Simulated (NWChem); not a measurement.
System: trimethylarsine (C3H9As); SMILES [As](C)(C)C

NWChem input:

```
start job
memory heap 200 mb stack 900 mb global 1100 mb
geometry units angstroms noautosym nocenter noautoz
  C      0.638259     1.589162    -0.529155
  As     0.000000     0.000000     0.478307
  C      1.057125    -1.347330    -0.529155
  C     -1.695384    -0.241833    -0.529155
  H      0.575668     1.428716    -1.624552
  H      1.689858     1.801301    -0.252197
  H      0.023492     2.469240    -0.255176
  H      0.949470    -1.212901    -1.624552
  H      0.715044    -2.364111    -0.252197
  H      2.126679    -1.254964    -0.255176
  H     -1.525138    -0.215814    -1.624552
  H     -2.150170    -1.214276    -0.255176
  H     -2.404902     0.562810    -0.252197
end
basis spherical
  C library 6-31g*
  As library 6-31g*
  H library 6-31g*
end
dft
  xc xwpbe 1.00 cpbe96 1.0 hfexch 1.00
  cam 0.15 cam_alpha 0.0 cam_beta 1.0
  iterations 150
  vectors input atomic output neutral.movecs
end
task dft energy
charge 1
dft
  odft
  mult 2
  vectors input atomic output cation.movecs
end
task dft energy
```

Parts of the log:

```
             Northwest Computational Chemistry Package (NWChem) 7.3.0
             --------------------------------------------------------

                             Geometry "geometry" -> ""
                             -------------------------

 Output coordinates in angstroms (scale by  1.889725989 to convert to a.u.)

  No.       Tag          Charge          X              Y              Z
 ---- ---------------- ---------- -------------- -------------- --------------
    1 C                    6.0000     0.63825900     1.58916200    -0.52915500
    2 As                  33.0000     0.00000000     0.00000000     0.47830700
    3 C                    6.0000     1.05712500    -1.34733000    -0.52915500
    4 C                    6.0000    -1.69538400    -0.24183300    -0.52915500
    5 H                    1.0000     0.57566800     1.42871600    -1.62455200
    6 H                    1.0000     1.68985800     1.80130100    -0.25219700
    7 H                    1.0000     0.02349200     2.46924000    -0.25517600
    8 H                    1.0000     0.94947000    -1.21290100    -1.62455200
    9 H                    1.0000     0.71504400    -2.36411100    -0.25219700
   10 H                    1.0000     2.12667900    -1.25496400    -0.25517600
   11 H                    1.0000    -1.52513800    -0.21581400    -1.62455200
   12 H                    1.0000    -2.15017000    -1.21427600    -0.25517600
   13 H                    1.0000    -2.40490200     0.56281000    -0.25219700

 Effective nuclear repulsion energy (a.u.)     287.5880525338

  pbe96 is a nonlocal functional; adding pw91lda local functional.

                                 NWChem DFT Module
                                 -----------------

 Summary of "ao basis" -> "ao basis" (spherical)
 ------------------------------------------------------------------------------
       Tag                 Description            Shells   Functions and Types
 ---------------- ------------------------------  ------  ---------------------
 C                           6-31g*                  6       14   3s2p1d
 As                          6-31g*                 12       32   5s4p3d
 H                           6-31g*                  2        2   2s

            General Information
            -------------------
          SCF calculation type: DFT
          Wavefunction type:  closed shell.
          No. of atoms     :    13
          No. of electrons :    60
           Alpha electrons :    30
            Beta electrons :    30
          Charge           :     0
          Spin multiplicity:     1
          Use of symmetry is: off; symmetry adaption is: off
          Maximum number of iterations: 150
          AO basis - number of functions:    92
                     number of shells:    48
          Convergence on energy requested:  1.00D-06
          Convergence on density requested:  1.00D-05
          Convergence on gradient requested:  5.00D-04

              XC Information
              --------------
                     Hartree-Fock (Exact) Exchange  1.000
                     LC-wPBE(h)Exchange Functional  1.000
            Perdew 1991 LDA Correlation Functional  1.000 local
           PerdewBurkeErnz. Correlation Functional  1.000 non-local

           Range-Separation Parameters
           ---------------------------
           Alpha           :  0.00
           Beta            :  1.00
           Gamma           :  0.15
           Short-Range HF  :     F

             Grid Information
             ----------------
          Grid used for XC integration:  medium
          Radial quadrature: Mura-Knowles
          Angular quadrature: Lebedev.
          Tag              B.-S. Rad. Rad. Pts. Rad. Cut. Ang. Pts.
          ---              ---------- --------- --------- ---------
          C                   0.70       49          10.0       434
          As                  1.15      112           8.0       590
          H                   0.35       45          11.0       434
          Grid pruning is: on
          Number of quadrature shells:   664
          Spatial weights used:  Erf1

      Superposition of Atomic Density Guess
      -------------------------------------

 Sum of atomic energies:       -2351.31030297

      Non-variational initial energy
      ------------------------------

 Total energy =   -2353.391790
 1-e energy   =   -3841.849343
 2-e energy   =    1200.869501
 HOMO         =      -0.253661
 LUMO         =       0.073901

   convergence    iter        energy       DeltaE   RMS-Dens  Diis-err
 ---------------- ----- ----------------- --------- --------- ---------
 d= 0,ls=0.0,diis     1  -2354.8006173730 -2.64D+03  4.91D-03  3.59D-01
 d= 0,ls=0.0,diis     2  -2354.8339329297 -3.33D-02  8.12D-04  2.84D-02
 d= 0,ls=0.0,diis     3  -2354.8347760721 -8.43D-04  4.27D-04  1.04D-02
 d= 0,ls=0.0,diis     4  -2354.8352887658 -5.13D-04  1.01D-04  1.33D-04
 d= 0,ls=0.0,diis     5  -2354.8353042597 -1.55D-05  3.60D-05  1.12D-05
  Resetting Diis
 d= 0,ls=0.0,diis     6  -2354.8353057055 -1.45D-06  9.87D-06  1.19D-06
 d= 0,ls=0.0,diis     7  -2354.8353058267 -1.21D-07  3.92D-06  2.56D-08

         Total DFT energy =    -2354.835305826737
      One electron energy =    -3846.393410929859
           Coulomb energy =     1306.115406356419
    Exchange-Corr. energy =     -102.145353787109
 Nuclear repulsion energy =      287.588052533812

 Numeric. integr. density =       60.000005364705

                       DFT Final Molecular Orbital Analysis
                       ------------------------------------

[...]
```

Level: LC-wPBE (HJS exchange hole, range parameter 0.15 per bohr)/6-31G* (spherical d), vertical spin-unrestricted ions. Structure relaxed at the PBE-D3(BJ)/def2-SVP level.
